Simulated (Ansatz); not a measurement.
Results of the Gaussian-basis code of Ansatz.

C2H7NSSi, SMILES `C/N=C\[SiH2]S` at its PBE0-D4/def2-TZVP geometry, where that method's forces vanish. The species carries charge 0 and has multiplicity 1.

```json
{"atom": "C1", "x (Å)": "0.7381", "y (Å)": "0.0008", "z (Å)": "1.6603"}
{"atom": "N2", "x (Å)": "1.4187", "y (Å)": "0.5407", "z (Å)": "0.5160"}
{"atom": "C3", "x (Å)": "0.7971", "y (Å)": "0.6914", "z (Å)": "-0.5761"}
{"atom": "Si4", "x (Å)": "-1.0121", "y (Å)": "0.2936", "z (Å)": "-1.0041"}
{"atom": "S5", "x (Å)": "-1.4366", "y (Å)": "-1.8044", "z (Å)": "-0.9645"}
{"atom": "H6", "x (Å)": "0.8584", "y (Å)": "0.6943", "z (Å)": "2.4968"}
{"atom": "H7", "x (Å)": "1.2313", "y (Å)": "-0.9312", "z (Å)": "1.9506"}
{"atom": "H8", "x (Å)": "-0.3306", "y (Å)": "-0.2021", "z (Å)": "1.5123"}
{"atom": "H9", "x (Å)": "1.3902", "y (Å)": "1.1065", "z (Å)": "-1.4004"}
{"atom": "H10", "x (Å)": "-1.2457", "y (Å)": "0.8620", "z (Å)": "-2.3566"}
{"atom": "H11", "x (Å)": "-1.9830", "y (Å)": "0.8819", "z (Å)": "-0.0476"}
{"atom": "H12", "x (Å)": "-0.4258", "y (Å)": "-2.1335", "z (Å)": "-1.7867"}
```

Q: For each bond, give half the difference of the two atoms' forces along it (eV/Å; positive pushes the atoms apart) under PBE-D4, r2SCAN-D4, B3LYP-D4, ωB97M-V in def2-TZVPP. (Best estimate.)

A: The calculation gave: 
```csv
bond,length (Å),PBE-D4,r2SCAN-D4,B3LYP-D4,ωB97M-V
C1–N2,1.437,-0.04,0.09,0.23,0.34
C1–H6,1.093,0.10,-0.04,-0.09,-0.12
C1–H7,1.094,0.11,-0.03,-0.09,-0.12
C1–H8,1.098,0.12,-0.04,-0.09,-0.11
N2–C3,1.266,0.64,0.33,0.09,0.01
C3–Si4,1.901,-0.20,-0.09,0.03,0.02
C3–H9,1.097,0.00,-0.06,-0.13,-0.08
Si4–S5,2.141,0.15,0.07,0.19,0.07
Si4–H10,1.486,0.06,-0.04,-0.13,-0.13
Si4–H11,1.484,0.09,-0.02,-0.12,-0.15
S5–H12,1.344,0.25,0.01,-0.02,-0.09
```

B3LYP here is the variant with VWN-RPA as its local correlation; programs differ in this.
